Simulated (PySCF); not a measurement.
C2H8AlP. Atoms are numbered in the order given.

```xyz
12

Al    -0.3313     0.0784    -0.2947
C     -1.8573    -1.1612    -0.4107
H     -2.1187    -1.3809    -1.4682
H     -2.7595    -0.6905     0.0396
H     -1.6923    -2.1259     0.1099
C     -0.2723     1.7301    -1.3666
H      0.1636     1.5147    -2.3677
H      0.3555     2.5220    -0.9089
H     -1.2851     2.1484    -1.5463
P      1.3667    -0.3216     1.2864
H      2.4219     0.1153     0.4075
H      1.4997    -1.7124     0.9332
```
Charge 0, spin multiplicity 1.

Geometry optimised at PBE-D3(BJ)/def2-SVP. The structure was generated by enumeration; whether it is a known compound was not checked. The values are those of a single conformer.

Level of theory: PBE-D3(BJ)/def2-SVP run with PySCF 2.14.0.

Frequencies are harmonic and unscaled.

| mode | ν (cm⁻¹) | IR (km/mol) | moving atoms (share of kinetic energy) |
|---|---|---|---|
| 1 | 10 | 0.0 | H 96 % |
| 2 | 25 | 0.0 | H 98 % |
| 3 | 109 | 8.0 | H 46 %, C 22 %, P 21 %, Al 11 % |
| 4 | 140 | 0.1 | H 73 %, C 15 %, Al 8 % |
| 5 | 150 | 2.2 | C 36 %, H 34 %, Al 18 %, P 13 % |
| 6 | 157 | 7.1 | Al 40 %, H 35 %, C 21 % |
| 7 | 365 | 9.8 | P 44 %, Al 24 %, C 20 %, H 12 % |
| 8 | 445 | 5.0 | H 91 % |
| 9 | 534 | 3.0 | H 87 %, C 11 % |
| 10 | 546 | 4.6 | H 85 %, C 12 % |
| 11 | 580 | 26.2 | C 48 %, H 28 %, Al 22 % |
| 12 | 605 | 5.0 | H 60 %, C 29 %, Al 9 % |
| 13 | 652 | 52.3 | H 69 %, C 18 %, Al 11 % |
| 14 | 703 | 83.9 | Al 38 %, H 37 %, C 24 % |
| 15 | 721 | 161.2 | H 64 %, C 22 %, Al 14 % |
| 16 | 1044 | 21.8 | H 97 % |
| 17 | 1159 | 31.9 | H 79 %, C 21 % |
| 18 | 1161 | 8.8 | H 81 %, C 19 % |
| 19 | 1370 | 0.7 | H 95 % |
| 20 | 1370 | 0.7 | H 95 % |
| 21 | 1375 | 0.6 | H 95 % |
| 22 | 1380 | 4.0 | H 96 % |
| 23 | 2312 | 33.0 | H 97 % |
| 24 | 2333 | 47.4 | H 97 % |
| 25 | 2957 | 3.2 | H 97 % |
| 26 | 2958 | 3.2 | H 97 % |
| 27 | 3042 | 4.0 | H 91 %, C 9 % |
| 28 | 3045 | 6.2 | H 91 %, C 9 % |
| 29 | 3070 | 5.1 | H 91 %, C 9 % |
| 30 | 3072 | 5.5 | H 91 %, C 9 % |
